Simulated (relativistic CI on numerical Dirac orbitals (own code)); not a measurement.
## How well does a small relativistic CI reproduce Zn IV?

Computed by Dirac-Coulomb-Breit CI, KLI orbitals optimised for each configuration, QED by a radiative potential, valence Slater integrals scaled by 0.85, P86 correlation energy added to each configuration (own radial code, finite nucleus).

Configuration list (outside the closed core [Ne] 3s2): 3p6.3d9, 3p6.3d8.4s, 3p6.3d8.4p, 3p6.3d8.4d, 3p6.3d8.5s, 3p6.3d7.4s2, 3p6.3d8.5p, 3p6.3d8.4f, 3p6.3d8.5d, 3p5.3d10, 3p6.3d8.6s, 3p6.3d7.4s.4p, 3p6.3d8.6p, 3p6.3d8.5f, 3p6.3d8.5g, 3p6.3d8.6d, 3p6.3d7.4p2, 3p6.3d7.4s.4d. Levels of other configurations are missing.

| Configuration | Term (tabulated) | J | Measured (cm⁻¹) | Computed | Error | Purity (%) |
| --- | --- | --- | --- | --- | --- | --- |
| 3p6.3d9 | 2D | 5/2 | 0.0 | 0 | 0 | 100 |
| 3p6.3d9 | 2D | 3/2 | 2759.1 | 2673 | -86 | 100 |
| 3p6.3d8.4s | 4F | 9/2 | 128729.8 | 125723 | -3007 | 100 |
| 3p6.3d8.4s | 4F | 7/2 | 130366.1 | 127309 | -3057 | 96 |
| 3p6.3d8.4s | 4F | 5/2 | 131804.5 | 128715 | -3090 | 98 |
| 3p6.3d8.4s | 4F | 3/2 | 132777.3 | 129671 | -3106 | 99 |
| 3p6.3d8.4s | 2F | 7/2 | 135951.2 | 132608 | -3343 | 96 |
| 3p6.3d8.4s | 2D | 3/2 | 149190.8 | 146583 | -2608 | 80 |
| 3p6.3d8.4s | 4P | 3/2 | 151249.5 | 148761 | -2489 | 85 |
| 3p6.3d8.4s | 4P | 1/2 | 151392.4 | 148945 | -2447 | 99 |
| 3p6.3d8.4s | 2P | 3/2 | 157074.8 | 154158 | -2917 | 95 |
| 3p6.3d8.4s | 2P | 1/2 | 157929.5 | 154992 | -2937 | 99 |
| 3p6.3d8.4s | 2S | 1/2 | 199369.0 | 196430 | -2939 | 99 |
| 3p6.3d8.4p | 4D° | 7/2 | 201319.0 | 197749 | -3570 | 95 |
| 3p6.3d8.4p | 4D° | 5/2 | 203684.6 | 200042 | -3643 | 94 |
| 3p6.3d8.4p | 4G° | 9/2 | 204447.0 | 200621 | -3826 | 60 |
| 3p6.3d8.4p | 4G° | 11/2 | 205261.0 | 201268 | -3993 | 100 |
| 3p6.3d8.4p | 4D° | 3/2 | 205453.0 | 201768 | -3685 | 97 |
| 3p6.3d8.4p | 4G° | 7/2 | 205991.0 | 202102 | -3889 | 77 |
| 3p6.3d8.4p | 4D° | 1/2 | 206513.0 | 202809 | -3704 | 99 |
| 3p6.3d8.4p | 4G° | 5/2 | 207175.3 | 203270 | -3905 | 91 |
| 3p6.3d8.4p | 4F° | 9/2 | 207737.0 | 203554 | -4183 | 80 |
| 3p6.3d8.4p | 4F° | 7/2 | 208921.3 | 204772 | -4149 | 68 |
| 3p6.3d8.4p | 2G° | 9/2 | 208970.0 | 205028 | -3942 | 64 |
| 3p6.3d8.4p | 4F° | 5/2 | 209899.0 | 205759 | -4140 | 80 |
| 3p6.3d8.4p | 4F° | 3/2 | 210187.1 | 206127 | -4061 | 86 |
| 3p6.3d8.4p | 2G° | 7/2 | 211189.6 | 207227 | -3963 | 66 |
| 3p6.3d8.4p | 2D° | 5/2 | 211569.7 | 207896 | -3674 | 79 |
| 3p6.3d8.4p | 2F° | 7/2 | 211823.7 | 207837 | -3987 | 60 |
| 3p6.3d8.4p | 2D° | 3/2 | 213479.8 | 209821 | -3658 | 87 |
| 3p6.3d8.4p | 2F° | 5/2 | 214167.3 | 210162 | -4005 | 76 |
| 3p6.3d8.4p | 4P° | 3/2 | 221426.2 | 218270 | -3156 | 71 |
| 3p6.3d8.4p | 4P° | 5/2 | 221737.4 | 218533 | -3204 | 65 |
| 3p6.3d8.4p | 4P° | 1/2 | 222120.0 | 219030 | -3090 | 88 |
| 3p6.3d8.4p | 2D° | 3/2 | 224997.6 | 221591 | -3406 | 61 |
| 3p6.3d8.4p | 2F° | 7/2 | 225032.5 | 221159 | -3874 | 88 |
| 3p6.3d8.4p | 2P° | 1/2 | 225414.0 | 221730 | -3684 | 87 |
| 3p6.3d8.4p | 2P° | 3/2 | 226684.9 | 222900 | -3785 | 64 |
| 3p6.3d8.4p | 4D° | 5/2 | 229162.8 | 225506 | -3657 | 77 |
| 3p6.3d8.4p | 4D° | 3/2 | 229230.9 | 225545 | -3686 | 90 |
| 3p6.3d8.4p | 4D° | 1/2 | 229252.8 | 225529 | -3723 | 97 |
| 3p6.3d8.4p | 4D° | 7/2 | 229877.9 | 225987 | -3891 | 86 |
| 3p6.3d8.4p | 2D° | 5/2 | 231693.0 | 228185 | -3508 | 79 |
| 3p6.3d8.4p | 2P° | 3/2 | 232245.7 | 228970 | -3276 | 65 |
| 3p6.3d8.4p | 2D° | 3/2 | 232938.1 | 229526 | -3413 | 63 |
| 3p6.3d8.4p | 2H° | 9/2 | 232981.0 | 227832 | -5149 | 99 |
| 3p6.3d8.4p | 2P° | 1/2 | 234493.9 | 231027 | -3466 | 88 |
| 3p6.3d8.4p | 2H° | 11/2 | 234623.0 | 229488 | -5135 | 100 |
| 3p6.3d8.4p | 2F° | 7/2 | 234802.2 | 229942 | -4860 | 95 |
| 3p6.3d8.4p | 2S° | 1/2 | 235975.5 | 232328 | -3648 | 89 |
| 3p6.3d8.4p | 2F° | 5/2 | 236109.3 | 231083 | -5026 | 98 |
| 3p6.3d8.4p | 4S° | 3/2 | 236175.1 | 231981 | -4194 | 97 |
| 3p6.3d8.4p | 2G° | 7/2 | 242320.0 | 236444 | -5876 | 98 |
| 3p6.3d8.4p | 2G° | 9/2 | 242640.0 | 236731 | -5909 | 98 |
| 3p6.3d8.4p | 2P° | 1/2 | 274746.3 | 270718 | -4029 | 99 |
| 3p6.3d8.4p | 2P° | 3/2 | 276884.6 | 272633 | -4252 | 99 |

Measured levels from Sugar and Musgrove, J. Phys. Chem. Ref. Data 24, 1803 (1995); pairs were made by configuration, J and term (by order where the table uses no LS term), so strongly mixed levels may be paired wrongly. Some J values or terms of the table were assigned by a fit.

Mean error by configuration (cm⁻¹): 3p6.3d9 -86; 3p6.3d8.4s -2904; 3p6.3d8.4p -3974. Over the excited levels the mean absolute error is 3689 cm⁻¹ (55 of the 58 excited levels that our extract of the source holds in range could be paired, and the others can miss by more), and the median relative error of those above 1,000 cm⁻¹ is 1.8 %.
